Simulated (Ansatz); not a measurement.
Consider the formal exchange of groups at a Ga–C bond: `N=[CH][GaH][OH]` + `F[SiH](F)F` → `[OH][GaH][Si](F)(F)F` + `C=N`.

Gas-phase electronic energies from Ansatz, PBE0-D4/def2-TZVP geometries. CBS: MP2 limit from def2 TZ/QZ plus the TZ coupled-cluster correction, frozen cores. This one scheme is used for every species. Functionals use def2-TZVPP. B3LYP here is the variant with VWN-RPA as its local correlation; programs differ in this. For Ga outer-core shells are correlated without core-valence functions, which leaves a few kJ/mol of doubt a bond. Scalar relativity is left out up to krypton. One conformer a species, not always the lowest.

`N=[CH][GaH][OH]`:

Z-matrix (Å, degrees):
```
C
Ga 1 1.995
N 1 1.270 2 125.4
H 1 1.097 2 119.5 3 179.9
O 2 1.788 1 115.7 3 1.8
H 2 1.556 1 129.8 3 -178.0
H 3 1.023 1 112.0 2 -0.1
H 5 0.959 2 116.7 1 0.8
```

`F[SiH](F)F`:

Z-matrix (Å, degrees):
```
Si
F 1 1.573
F 1 1.573 2 108.3
F 1 1.573 2 108.3 3 117.1
H 1 1.461 2 110.7 3 -121.4
```

`[OH][GaH][Si](F)(F)F`:

```xyz
8

O     1.379    0.610    1.775
Ga    0.216   -0.556    1.092
Si   -0.615   -0.019   -1.108
F     0.017    1.335   -1.642
F    -2.188    0.175   -1.140
F    -0.272   -1.131   -2.184
H     1.579    1.358    1.208
H    -0.117   -1.773    1.999
```

`C=N`:

```xyz
5

C    -0.243    0.151    0.266
N     0.023   -0.297   -0.883
H     0.477    0.234    1.088
H    -1.260    0.486    0.478
H     1.003   -0.574   -0.949
```

```json
{"level": "B3LYP-D4", "ΔE (kJ/mol)": "-27.9"}
{"level": "CAM-B3LYP-D4", "ΔE (kJ/mol)": "-25.5"}
{"level": "ωB97M-V", "ΔE (kJ/mol)": "-23.9"}
{"level": "PBE", "ΔE (kJ/mol)": "-32.9"}
{"level": "r2SCAN", "ΔE (kJ/mol)": "-24.3"}
{"level": "B3LYP", "ΔE (kJ/mol)": "-26.0"}
{"level": "SCS-MP2/def2-QZVPP", "ΔE (kJ/mol)": "-14.1"}
{"level": "CCSD/CBS(def2)", "ΔE (kJ/mol)": "-20.0"}
```

Question: What does CCSD(T)/CBS give? (Estimate.)

Answer: Ansatz gave: -19.3 kJ/mol. The listed levels differ from it by -8.6, -6.2, -4.6, -13.6, -5.0, -6.7, 5.2, -0.7 kJ/mol.

Largest T1 diagnostic among the species: 0.015.

From BLYP to BHLYP (50 % exact exchange), in def2-TZVPP and without D4, ΔE moves by +4.8 kJ/mol. Leaving LDA and LC-ωPBE aside and taking each functional with its dispersion term where it has one, the values, not all of them listed here, spread over 13.1 kJ/mol, from PBE-D4 to B2PLYP. LDA lies +3.7 kJ/mol from PBE without D4.
